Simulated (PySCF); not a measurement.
## What moves σ(O)?

GIAO PBE0/pcSseg-1 on GFN2-xTB geometries (PySCF 2.14.0 with density-fitted response routines, gas phase, non-relativistic):

```csv
SMILES,IAO charge (e) of O,σ(O) (ppm)
FC/C(Cl)=C1\C=CCO1,-0.324,190.0
FC/C(F)=C1/CC=CCO1,-0.331,239.3
FC/C(F)=C1\C=C(F)CO1,-0.327,232.6
FC/C=C1\C=CCO1,-0.346,201.3
FC/C(F)=C1/C=CCO[SiH2]1,-0.646,326.2
```

Task: Fit σ(O) as a line in the IAO charge of O. How well does it hold?

Result: σ = 100.1 − 349.0 x, with x in e; correlation -0.92, rms deviation 19.1 ppm, largest 23.7 ppm at `FC/C(F)=C1/CC=CCO1`. A charge says how many electrons sit at the atom, not how easily they circulate, so such a line holds only within like compounds.

Task: A further member, `FC/C(F)=C1/C=CCO1`, has x = -0.337. What does the line predict, and what does the calculation give?

Result: The line gives 217.7 ppm; the calculation 229.0 ppm, a difference of 11.3 ppm, within the usual scatter of the fit.
